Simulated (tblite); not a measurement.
Species: C6H4NO2 (doublet state).
Geometry (GFN2-xTB, Å), atoms numbered from 1 in this order:
```
atom  x, y, z in Å
C1     3.0052    0.9278    0.0009
C2     1.8009    0.4770   -0.0261
C3     0.5689   -0.0353   -0.0516
C4     0.1345   -1.3907   -0.2151
N5    -1.1803   -1.4279   -0.1731
C6    -1.5925   -0.1793    0.0063
C7    -2.9747    0.2174    0.1103
O8    -3.3768    1.3481    0.2738
O9    -0.5691    0.7062    0.0859
H10    3.5695    1.0110    0.9199
H11    3.5193    1.2561   -0.8923
H12    0.7434   -2.2603   -0.3507
H13   -3.6526   -0.6495    0.0225
```

All values are computed: GFN2-xTB (tblite) harmonic vibrations without scaling, gas phase. Against measured fundamentals such values can be off by several per cent, at times by over 20. One conformer, not necessarily the lowest. Open shells enter through the occupations alone, without spin polarisation, and single modes of such species can be off by tens of per cent.

Harmonic wavenumbers (cm⁻¹): 103.3, 106.2, 141.5, 194.2, 223.7, 314.6, 452.3, 479.7, 510.0, 589.4, 596.3, 639.1, 766.4, 782.5, 867.5, 889.3, 918.3, 946.5, 958.6, 1088.3, 1191.0, 1245.9, 1303.2, 1324.3, 1362.3, 1413.7, 1464.7, 1690.3, 1990.5, 2811.1, 3022.8, 3030.9, 3189.1.

A = 4459, B = 1005, C = 824.4 MHz; mass 122.024 u (most abundant isotopes); point group Cs, symmetry number 1; spin multiplicity 2.

Problem. What is the zero-point energy?

Solution. ½Σν̃ = 18304 cm⁻¹ = 218.96 kJ/mol.

Problem. Give the ideal-gas entropy at 500 K and 1 bar in the rigid-rotor, harmonic-oscillator model (classical rotation).

Solution. Translation 179.52, rotation 127.18, vibration 146.52, spin (R ln 2) 5.76: S = 459.0 J/(mol K).

Problem. And Cp and H(500 K) − H(0)?

Solution. Cp = 184.11 J/(mol K), of which vibrations give 150.85 (their classical limit is 33 R = 274.4); H(500 K) − H(0) = 55.97 kJ/mol without the zero-point energy, 39.34 from vibrations.

Problem. How do the functions run with temperature in this model?

Solution. 
| T (K) | S (J/(mol K)) | Cp (J/(mol K)) | H − H(0) (kJ/mol) | G − H(0) (kJ/mol) | ln q(vib) |
| --- | --- | --- | --- | --- | --- |
| 50 | 240.4 | 45.5 | 1.84 | -10.18 | 0.12 |
| 100 | 278.2 | 64.7 | 4.62 | -23.20 | 0.76 |
| 298.15 | 378.0 | 130.0 | 23.89 | -88.82 | 4.32 |
| 373.15 | 409.7 | 152.7 | 34.51 | -118.37 | 5.74 |
| 750 | 542.1 | 224.9 | 107.57 | -299.02 | 12.75 |
| 1000 | 610.4 | 249.3 | 167.09 | -443.35 | 16.97 |

q(vib) and H(0) count from the zero-point level.

Problem. Which modes carry the vibrational entropy at 500 K?

Solution. 103.3 cm⁻¹: 18.43; 106.2 cm⁻¹: 18.20; 141.5 cm⁻¹: 15.84; 194.2 cm⁻¹: 13.26; 223.7 cm⁻¹: 12.12; 314.6 cm⁻¹: 9.42 J/(mol K); the other 27 give 59.25 together.

Hindered rotation and anharmonicity are outside this model. Other conformers, if any are populated, would add a mixing term that is left out.
